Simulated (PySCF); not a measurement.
The vertical singlet excitations below were computed for one of the candidates. Computed with TDDFT CAM-B3LYP/def2-SVPD, vertical, gas phase, core orbitals frozen in the response (PySCF). Geometries: GFN2-xTB, one conformer each.

| state | E (eV) | f |
| --- | --- | --- |
| S1 | 6.77 | 0.015 |
| S2 | 7.05 | 0.050 |
| S3 | 7.21 | 0.021 |
| S4 | 7.28 | 0.0024 |
| S5 | 7.35 | 0.028 |
| S6 | 7.47 | 0.021 |
| S7 | 7.85 | 0.020 |
| S8 | 7.94 | 0.020 |

Question: Which structure fits? All have the formula C3H11ClSi2.
A. `C[SiH2][C@@H](C)[SiH2]Cl`
B. `CC[SiH2][SiH2]CCl`
C. `CC(C)[Si@H]([SiH3])Cl`
D. `C([Si@@H]([SiH2]C)C)Cl`

Answer: D. Its S1 lies at 6.77 eV; the nearest of the others has S1 at 6.38 eV. S1 is HOMO→LUMO+1 (43%), HOMO-1→LUMO+1 (16%), HOMO→LUMO+3 (13%). Löwdin shares by element: HOMO chlorine 37%, silicon 26%, carbon 21% or more (atoms not listed hold the other 16%); LUMO silicon 36%, carbon 14% or more, hydrogen 6% or more (atoms not listed hold the other 45%). At the same level the other candidates give, for their lowest levels:
- `CC(C)[Si@H]([SiH3])Cl`: 6.36 eV (f 0.009); 6.87 eV (f 0.014); 6.93 eV (f 0.025); 7.49 eV (f 0.024); 7.75 eV (f 0.066); T1 5.78 eV; HOMO -9.21, LUMO 0.47 eV
- `CC[SiH2][SiH2]CCl`: 6.38 eV (f 0.065); 6.98 eV (f 0.012); 7.03 eV (f 0.021); 7.08 eV (f 0.003); 7.41 eV (f 0.023); T1 5.69 eV; HOMO -9.06, LUMO 0.42 eV
- `C[SiH2][C@@H](C)[SiH2]Cl`: 7.33 eV (f 0.006); 7.75 eV (f 0.003); 7.79 eV (f 0.011); 8.00 eV (f 0.058); 8.14 eV (f 0.008); T1 7.06 eV; HOMO -9.46, LUMO 0.98 eV

The values belong to the conformer `[CH3:1][SiH2:2][Si@@H:3]([CH3:4])[CH2:5][Cl:6]`: C1–Si2–Si3–C4 -173°, Si2–Si3–C5–Cl6 -51°.
Triplets come from the Tamm–Dancoff approximation.
